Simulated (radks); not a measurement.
N, configuration [He] 2s2 2p2 3s1 (not the ground configuration). Method: Dirac Kohn-Sham, PBE, spin-unpolarised, spherical densities, finite nucleus; open shells fill j = l - 1/2 first; Fermi nuclear charge, rms radius 2.5582 fm; computed with a radial shooting solver on a logarithmic mesh with Libxc functionals.

X-ray form factor f0, the Fourier transform of the density (f0(0) = 7):

| sin(theta)/lambda (1/angstrom) | f0 (electrons) |
|---|---|
| 0.05 | 6.407 |
| 0.1 | 5.515 |
| 0.15 | 4.853 |
| 0.2 | 4.259 |
| 0.25 | 3.685 |
| 0.3 | 3.170 |
| 0.4 | 2.404 |
| 0.5 | 1.953 |
| 0.6 | 1.700 |
| 0.8 | 1.443 |
| 1 | 1.265 |
| 1.25 | 1.049 |
| 1.5 | 0.846 |
| 2 | 0.528 |
